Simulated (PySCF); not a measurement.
# Ionisation energy of Cd²³⁺ by level of theory

Cd²³⁺ [Ar] 3d7 [3d3/2^4 3d5/2^3, M_J = 9/2] → Cd²⁴⁺ [Ar] 3d6 [3d3/2^4 3d5/2^2, M_J = 4], as a difference of total energies. Calculation: PySCF 2.14, in an even-tempered Gaussian basis (17 s from 3 bohr⁻², ratio 2.8; 12 p from 3.8 bohr⁻², ratio 2.8; 8 d from 3.8 bohr⁻², ratio 2.8; 3 f from 16 bohr⁻², ratio 3); the two-component X2C-1e Hamiltonian. Correlated levels: [Ne] frozen; the 76 highest virtual spinors dropped. "Screened" scales the spin-orbit matrix elements by Boettger's factors to mimic the two-electron term; Breit and QED terms are absent.

```tsv
method	ionisation energy (eV)
GHF (spin-free)	1167.4
GMP2 (spin-free)	1168.5
GHF (screened spin-orbit)	1168.1
GMP2 (screened spin-orbit)	1169.1
```

Breit and QED terms and the two-electron picture change are absent.

The spin-free rows relax to the high-spin LS determinant and lack the spin-orbit shift.

The labels give the starting determinants; with spin-orbit coupling the two ends relaxed to ⟨J²⟩ = 24.75, ⟨L²⟩ = 13.35, ⟨S²⟩ = 3.28 and ⟨J²⟩ = 20.03, ⟨L²⟩ = 7.19, ⟨S²⟩ = 5.29.

For comparison: 1167 ± 4 eV (theoretical estimate listed by NIST; NIST Atomic Spectra Database, ionization energies).
